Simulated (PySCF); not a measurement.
C3H7BF2O, SMILES CO[C@H](C)B(F)F.

Geometry: B3LYP-D3(BJ)/def2-SVP. The structure was generated by enumeration; whether it is a known compound was not checked. The values are those of a single conformer.

These are TDA-ωB97X/def2-SVPD in PySCF values and carry that method's errors.

Vertical excitations. 

Computed UV-visible absorptions:
| state | energy (eV) | λ (nm) | f | main pairs |
|---|---|---|---|---|
| S1 | 7.37 | 168 | 0.009 | HOMO→LUMO 67 %, HOMO→LUMO+1 21 % |
| S2 | 7.90 | 157 | 0.034 | HOMO→LUMO+1 44 %, HOMO→LUMO+2 23 %, HOMO→LUMO+5 12 %, HOMO→LUMO 10 % |
| S3 | 8.13 | 153 | 0.008 | HOMO−1→LUMO 41 %, HOMO−1→LUMO+1 31 % |
| S4 | 8.61 | 144 | 0.016 | HOMO→LUMO+2 52 %, HOMO→LUMO+3 18 %, HOMO→LUMO+5 15 % |
| S5 | 8.95 | 139 | 0.028 | HOMO−1→LUMO 34 %, HOMO−1→LUMO+1 24 %, HOMO→LUMO+3 8 %, HOMO−1→LUMO+5 7 % |
| S6 | 9.07 | 137 | 0.033 | HOMO→LUMO+4 35 %, HOMO→LUMO+5 30 %, HOMO→LUMO+1 7 %, HOMO→LUMO+6 7 % |
| T1 | 7.09 | 175 | 0 | HOMO→LUMO 42 %, HOMO→LUMO+1 21 %, HOMO−1→LUMO+1 8 %, HOMO−1→LUMO 7 % |
| T2 | 7.45 | 166 | 0 | HOMO→LUMO 23 %, HOMO−1→LUMO 22 %, HOMO−1→LUMO+1 21 %, HOMO−1→LUMO+3 5 % |
Triplets are in the Tamm–Dancoff approximation.
